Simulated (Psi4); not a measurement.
F₂Mn, sextet, geometry from GFN2-xTB (such geometries of metal compounds can be far from the true shape). Base run: SVWN/STO-3G (Psi4).

The Psi4 input:
```
memory 2 GB

molecule mol {
0 6
  Mn    0.009789    0.000267   -0.001718
  F    -0.241809    1.281989   -1.098969
  F     0.214616   -1.282730    1.103741
}

set basis sto-3g
set reference uks

energy('svwn')
print_variables()
```

The base run was repeated with changes; each row names its change, and settings that it needs were set with it.

```tsv
change	ΔE vs base (µEh)	SCF cycles	grid points	basis functions	outcome
base	0.0	11	63572	28	converged
damping_percentage = 50	-	-	-	28	stopped with an error
dft_spherical_points = 590	-34.1	11	123586	28	converged
dft_radial_scheme = becke	14.4	11	55908	28	converged
soscf = true	0.0	8	63572	28	converged
scf_initial_accelerator = ediis	0.0	11	63572	28	converged
d_convergence = 1e-8	0.0	13	63572	28	converged
d_convergence = 1e-4	0.1	8	63572	28	converged
level_shift = 1.0	0.0	10	63572	28	converged
dft_spherical_points = 434	-37.9	11	91384	28	converged
guess = huckel	0.0	11	63572	28	converged
guess = sap	0.0	14	63572	28	converged
guess = sadno	0.0	12	63572	28	converged
```

Open shells are given as the SCF converged; they aren't shown to be the lowest states, and a large step between rows can be another state.

- damping_percentage = 50: ended with `Exception: ADIIS minimization failed. File a bug, and include your entire input and output files.`
